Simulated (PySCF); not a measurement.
**Löwdin shares of the frontier orbitals**

CH10OSSi4.
Atom-mapped SMILES: `[SiH3:1][O:2][SiH2:3][Si@@H:4]1[CH2:5][SiH2:6][S:7]1` (hydrogens: H8, H9, H10 on Si1; H11, H12 on Si3; H13 on Si4; H14, H15 on C5; H16, H17 on Si6)

Cartesian coordinates in Å at the GFN2-xTB level; atoms count from 1:
```
atom  x, y, z in Å
Si1    3.610   -0.017    0.769
O2     2.155    0.154    0.073
Si3    1.105    0.282   -1.158
Si4   -0.844    0.780   -0.054
C5    -1.942   -0.667    0.581
Si6   -3.435   -0.318   -0.556
S7    -2.428    1.337   -1.482
H8     4.513   -0.666   -0.179
H9     4.057    1.332    1.105
H10    3.349   -0.844    1.943
H11    1.623    1.298   -2.078
H12    1.130   -1.010   -1.860
H13   -0.874    1.851    0.956
H14   -2.184   -0.607    1.639
H15   -1.506   -1.650    0.417
H16   -3.704   -1.364   -1.531
H17   -4.633    0.120    0.145
```

Theory: TDDFT CAM-B3LYP/def2-SVPD, vertical, gas phase, core orbitals frozen in the response (PySCF 2.14.0, density-fitted response routines).

Frontier orbitals with the atoms that hold most of them (Löwdin shares over 4%, at most four atoms; ? is withheld):

```json
{"orbital": "LUMO+2", "ε (eV)": "0.95", "atoms": "Si4 14%, Si6 13%, S7 12%, Si3 12%"}
{"orbital": "LUMO+1", "ε (eV)": "0.38", "atoms": "Si4 20%, Si3 19%, Si6 10%, S7 8%"}
{"orbital": "LUMO", "ε (eV)": "-0.18", "atoms": "?"}
{"orbital": "HOMO", "ε (eV)": "-8.13", "atoms": "S7 65%, Si4 10%, Si6 9%, Si3 4%"}
{"orbital": "HOMO-1", "ε (eV)": "-9.15", "atoms": "?"}
{"orbital": "HOMO-2", "ε (eV)": "-9.35", "atoms": "S7 32%, C5 19%, Si4 15%, Si6 9%"}
{"orbital": "HOMO-3", "ε (eV)": "-10.09", "atoms": "O2 34%, Si3 15%, Si1 12%, H12 10%"}
```

Question: Give the leading atoms of the LUMO.

Answer: Si4 (bonded to C, S, Si and H) 20%; Si3 (bonded to O, Si and 2 H) 17%; S7 (bonded to 2 Si) 12%; Si6 (bonded to C, S and 2 H) 9%. By element: silicon 46% or more, sulfur 12%.

Question: Which atoms hold the HOMO-1, and with what shares?

Answer: S7 (bonded to 2 Si) 42%; C5 (bonded to 2 Si and 2 H) 16%; Si4 (bonded to C, S, Si and H) 12%; Si6 (bonded to C, S and 2 H) 9%. By element: sulfur 42%, silicon 21% or more, carbon 16%.

Question: The HOMO–LUMO gap is 7.96 eV. Where does the response calculation put the lowest singlet, and from which orbitals?

Answer: S1 is at 4.90 eV (f = 0.0067), 3.06 eV below the gap, made of HOMO→LUMO (90%). 

Question: One configuration dominates each of S1 and S2. Which, and how do the shares of the two leading atoms of either orbital change from the occupied to the empty one?

Answer: 
- S1 (4.90 eV, f 0.0067), HOMO→LUMO (90%): S7 65% → 12%, Si4 10% → 20%, Si3 4% → 17%
- S2 (5.55 eV, f 0.0053), HOMO→LUMO+1 (83%): S7 65% → 8%, Si4 10% → 20%, Si3 4% → 19%

Time: 2.0 min; peak memory 1.2 GiB. Hardware: one thread, Arm Neoverse N1 (aarch64), no GPU, shared host with 64 logical CPUs at a one-minute load of 56.

One conformer stands for the species.
